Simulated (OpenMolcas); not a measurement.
# d1 ions of charge +4 down a group with 4 chloride ligands in tetrahedral coordination

```yaml
Program: OpenMolcas 26.06
Method: CASSCF
Spin-orbit_coupling: RASSI with atomic mean-field integrals over the reference wave functions
```

The d shell is active. Anionic complexes are neutralised by point charges behind the ligands. Distances were set from a Shannon-type radius of the metal (high-spin where two are listed) plus a fixed donor radius (Cl 1.76 Å). Ligand basis ANO-RCC-VTZP, DKH2 Hamiltonian. States (labels of Td). Energies in cm-1 above the lowest state or level, χT in cm3 K/mol; 10Dq is the gap between the two states; 10Dq is negative for this site. Spin-only χT is S(S+1) / 2 for the spin of the ground state.

| Ion | Shell | R (Å) | Metal basis | Ground state | First state of that spin | 10Dq | First gap with spin-orbit (degeneracies) | χT at 300 K | Spin-only χT |
| --- | --- | --- | --- | --- | --- | --- | --- | --- | --- |
| V4+ | 3d1 | 2.21 | ANO-RCC-VTZP | 2E | 2T2 7741 | -7741 | 7716 (4, 4) | 0.375 | 0.375 |
| Nb4+ | 4d1 | 2.31 | ANO-RCC-VTZP | 2E | 2T2 9641 | -9641 | 9607 (4, 4) | 0.337 | 0.375 |

|10Dq| changes by a factor of 9641 / 7741 = 1.25 from V4+ to Nb4+.

χT departs most from the spin-only value for Nb4+, by -0.038 cm3 K/mol.

An orbital doublet at a regular site is open to a Jahn-Teller distortion, which this geometry leaves out. Ligand-to-metal charge-transfer states are missing. The least metal-like active orbital is 77 % on the metal (Löwdin) and no ligand orbital is active, so the numbers are rough (holds for V4+). With metal d orbitals alone and no dynamic correlation the field as a rule comes out too small, by tens of per cent, by up to half for chloride and softer ligands (holds for V4+). The least metal-like active orbital is 66 % on the metal (Löwdin) and no ligand orbital is active, so the numbers are rough (holds for Nb4+). With metal d orbitals alone the field can be off either way by tens of per cent (holds for Nb4+). No measured value stands beside these numbers; the geometry was imposed, not optimised, and the real ion may take another.
